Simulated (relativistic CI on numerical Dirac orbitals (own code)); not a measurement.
Yb XXVI: sensitivity of the levels to the model

Base calculation: Dirac-Coulomb-Breit CI, separate exchange-only KLI orbitals for each configuration, model QED, unscaled Slater integrals.

Configuration list (outside the closed core [Ar] 3d10): 4s2.4p6.4d9, 4s2.4p5.4d10, 4s2.4p6.4d8.4f, 4s.4p6.4d10, 4s2.4p5.4d9.4f, 4s.4p6.4d9.4f, 4s2.4p6.4d8.5s, 4s2.4p6.4d8.5p, 4s2.4p6.4d7.4f.5s, 4s2.4p6.4d8.5d, 4s2.4p5.4d9.5s, 4s2.4p6.4d7.5s.5p, 4s2.4p6.4d8.5f, 4s2.4p5.4d9.5p, 4s2.4p6.4d8.6s, 4s2.4p6.4d8.5g, 4s2.4p6.4d8.6p, 4s.4p6.4d8.4f.5s, 4p6.4d10.4f, 4s2.4p5.4d9.5d, 4s.4p6.4d9.5s, 4s2.4p6.4d8.6d, 4p6.4d9.4f2, 4p5.4d10.4f2, 4p6.4d8.4f3, 4p5.4d9.4f3, 4p6.4d8.4f2.5s, 4s2.4p6.4d7.5s2, 4s2.4p6.4d6.4f.5s2, 4s2.4p5.4d7.4f.5s2, 4s.4p6.4d7.4f.5s2. Double excitations out of closed p, d and f shells are left out; levels of such configurations are missing from the list, as are those of other unlisted configurations, and high levels can miss mixing partners. These lack a partner that the ground configuration has and come out too high: 4s2.4p6.4d8.5p, 4s2.4p6.4d8.5d, 4s2.4p5.4d9.5s, 4s2.4p6.4d8.5f, 4s2.4p5.4d9.5p.

The lowest level and the first level of each name with at least 55 % of one term (blank where a level has no safe partner in the second run):

| Level | Base (cm⁻¹) | Shift (cm⁻¹) |
| --- | --- | --- |
| 4s2.4p6.4d9 2D_5/2 | 0 | 0 |
| 4s2.4p6.4d9 2D_3/2 | 95869 | -619 |
| 4s2.4p5.4d10 2P°_3/2 | 1282929 | -5289 |
| 4s2.4p6.4d8.4f 4F°_7/2 | 1384754 | -13076 |
| 4s2.4p6.4d8.4f 4F°_9/2 | 1401641 | -13214 |
| 4s2.4p6.4d8.4f 4I°_15/2 | 1418544 | -13524 |
| 4s2.4p6.4d8.4f 4H°_13/2 | 1432024 | -13016 |
| 4s2.4p6.4d8.4f 4F°_3/2 | 1464998 | -13316 |
| 4s2.4p6.4d8.4f 4G°_7/2 | 1478307 | -13213 |
| 4s2.4p6.4d8.4f 2D°_5/2 | 1524417 |  |
| 4s2.4p6.4d8.4f 2K°_15/2 | 1538630 | -13527 |
| 4s2.4p6.4d8.4f 4D°_5/2 | 1570674 | -12619 |
| 4s2.4p6.4d8.4f 2I°_11/2 | 1582128 | -13439 |

At this charge energies of transitions that change n are usually good to better than 1 %, and those within a shell (Δn = 0) to a few per cent.

Task: One thing was changed in a second run, which moved the levels as shown. Which?
A. Breit term removed
B. valence Slater integrals scaled by 0.9
C. QED terms removed
D. only the first 3 configurations

Result: D. Only the first 3 configurations. With fewer configurations the levels that remain lose their mixing partners.

LS names give the leading component of a level, which can be under half, so a name can repeat, a term be missing and a line seem to break the LS rules.
